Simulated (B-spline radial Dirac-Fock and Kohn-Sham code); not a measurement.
## Xe 4d3/2: cross section and angular parameters

System: the Xe atom, configuration 1s2 2s2 2p6 3s2 3p6 3d10 4s2 4p6 4d10 5s2 5p6; threshold 69.50 eV (tabulated edge). Level of theory: Dirac-Hartree-Slater photoionisation with a Latter tail; cross sections with all multipoles, angular parameters from the dipole term and its interference with E2; a radial atomic solver.

Input of the calculation (task.json; shells as n, l, electrons):

```json
{"items": [{
  "Z": 54,
  "q": 0,
  "cfg": [[1, 0, 2], [2, 0, 2], [2, 1, 6], [3, 0, 2], [3, 1, 6], [3, 2, 10], [4, 0, 2], [4, 1, 6], [4, 2, 10], [5, 0, 2], [5, 1, 6]],
  "A": 132,
  "rrms": 4.7859,
  "do": "xps",
  "hv": [76.0, 90.1, 95.0, 100, 104.0, 108.0, 114.0, 134.0, 200, 292.0, 318.0, 491.0, 570.0, 600, 618.0, 749.0, 787.0, 1000, 1486.9, 1500.0, 3450.0, 4000, 4250.0, 4950.0, 5020.0, 5480.0, 7010.0, 7880.0, 8047.8, 15000],
  "edges": {"K": 34561.0, "L1": 5453.0, "L2": 5107.0, "L3": 4786.0, "M1": 1148.7, "M2": 1002.1, "M3": 940.6, "M4": 689.0, "M5": 676.4, "N1": 213.2, "N2": 146.7, "N3": 145.5, "N4": 69.5, "N5": 67.5}
}]}
```

Launch: `python xray2_run.py task.json out`

For linearly polarised light dσ/dΩ = σ/(4π) [1 + β P₂(cos θ) + (δ + γ cos²θ) sin θ cos φ], with θ from the polarisation vector and φ the angle between the beam and the projection of the electron momentum on the plane normal to the polarisation.

```csv
hν (eV),σ (kb),β,γ,δ
90.1,10700,0.609,-0.009,-0.001
95,6310,0.800,-0.013,-0.003
100,4050,1.014,-0.021,-0.005
104,2910,1.188,-0.032,-0.006
108,2110,1.356,-0.048,-0.007
114,1330,1.589,-0.085,-0.007
134,334,1.820,-0.332,0.028
200,240,-0.612,0.044,0.068
292,345,0.393,0.109,0.006
318,341,0.536,0.089,0.001
491,235,1.017,-0.012,-0.001
570,190,1.118,-0.029,0.003
600,175,1.148,-0.032,0.004
618,167,1.163,-0.032,0.005
749,119,1.248,-0.024,0.011
787,108,1.265,-0.018,0.013
1000,66.2,1.324,0.035,0.021
1486.9,26.1,1.349,0.198,0.037
1500,25.6,1.349,0.202,0.037
3450,2.50,1.191,0.761,0.093
4000,1.58,1.144,0.878,0.109
4250,1.30,1.123,0.926,0.116
4950,0.795,1.070,1.048,0.137
5020,0.759,1.064,1.060,0.139
5480,0.567,1.032,1.130,0.153
7010,0.245,0.937,1.320,0.199
7880,?,?,?,?
8047.8,0.151,0.882,1.422,0.230
15000,0.0152,0.634,1.809,0.424
```

Q: Give the values at 7880 eV.

A: σ = 0.163 kb, β = 0.890, γ = 1.406, δ = 0.225.
